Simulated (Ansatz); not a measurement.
Geometry optimisation, Ansatz 0.2.0, RKS PBE-D4/def2-SVP.

input.yaml

```yaml
crystal:
  periodic: [false, false, false]
  atoms:
    - { symbol: C, position_ang: [-1.0561, 0.3886, 0.2015] }
    - { symbol: Si, position_ang: [0.5644, -0.0367, -0.4308] }
    - { symbol: O, position_ang: [1.6096, -0.3876, 0.7689] }
    - { symbol: F, position_ang: [0.4942, -1.3657, -1.2969] }
    - { symbol: H, position_ang: [-1.7917, 0.6176, -0.6561] }
    - { symbol: H, position_ang: [-1.0615, 1.3553, 0.8007] }
    - { symbol: H, position_ang: [-1.5094, -0.3605, 0.8079] }
    - { symbol: H, position_ang: [2.04375, 0.50212, 0.77229] }
    - { symbol: H, position_ang: [1.6642, -1.3079, 1.0783] }
basis:
  gaussian: { orbitals: def2-SVP }
hamiltonian:
  xc: pbe
  dispersion: d4
relax:
  f_tol: 0.02
  max_steps: 50
```

Command:

```bash
$ ansatz run input.yaml --threads 2 --pin off --max-ram 3072MiB --backend cpu --events-out ev --progress --plain --runs-dir out
```

Question: Where does it end, and by what steps?

Answer: The forces met the threshold. After 13 steps the energy has fallen by 2.534 eV; H8 moved furthest, 0.69 Å.

```json
{"step": "0", "energy less start (eV)": "0.0000", "largest force component (eV/Å)": "5.914", "accepted": "yes"}
{"step": "1", "energy less start (eV)": "-1.2147", "largest force component (eV/Å)": "3.016", "accepted": "yes"}
{"step": "2", "energy less start (eV)": "-1.8370", "largest force component (eV/Å)": "2.045", "accepted": "yes"}
{"step": "3", "energy less start (eV)": "-2.1439", "largest force component (eV/Å)": "1.892", "accepted": "yes"}
{"step": "4", "energy less start (eV)": "-2.2883", "largest force component (eV/Å)": "2.913", "accepted": "yes"}
{"step": "5", "energy less start (eV)": "-2.4122", "largest force component (eV/Å)": "1.479", "accepted": "yes"}
{"step": "6", "energy less start (eV)": "-2.4758", "largest force component (eV/Å)": "0.713", "accepted": "yes"}
{"step": "7", "energy less start (eV)": "-2.4994", "largest force component (eV/Å)": "0.268", "accepted": "yes"}
{"step": "8", "energy less start (eV)": "-2.5198", "largest force component (eV/Å)": "0.492", "accepted": "yes"}
{"step": "9", "energy less start (eV)": "-2.5268", "largest force component (eV/Å)": "0.407", "accepted": "yes"}
{"step": "10", "energy less start (eV)": "-2.5311", "largest force component (eV/Å)": "0.252", "accepted": "yes"}
{"step": "11", "energy less start (eV)": "-2.5323", "largest force component (eV/Å)": "0.101", "accepted": "yes"}
{"step": "12", "energy less start (eV)": "-2.5334", "largest force component (eV/Å)": "0.023", "accepted": "yes"}
{"step": "13", "energy less start (eV)": "-2.5335", "largest force component (eV/Å)": "0.010", "accepted": "yes"}
```

```xyz
9
Properties=species:S:1:pos:R:3
C -1.141 0.428 0.162
Si 0.517 0.330 -0.800
O 1.550 -0.203 1.014
F 0.562 -1.360 -1.031
H -1.976 0.456 -0.574
H -1.206 1.364 0.757
H -1.315 -0.440 0.834
H 2.497 -0.003 0.868
H 1.469 -1.166 0.816
```

Whether the end is a true minimum wasn't checked by a vibrational analysis.

Time of the run: 14 s on 2 threads of Intel(R) Xeon(R) Platinum 8488C (Sapphire Rapids), on a shared host, peak memory 0.17 GiB.
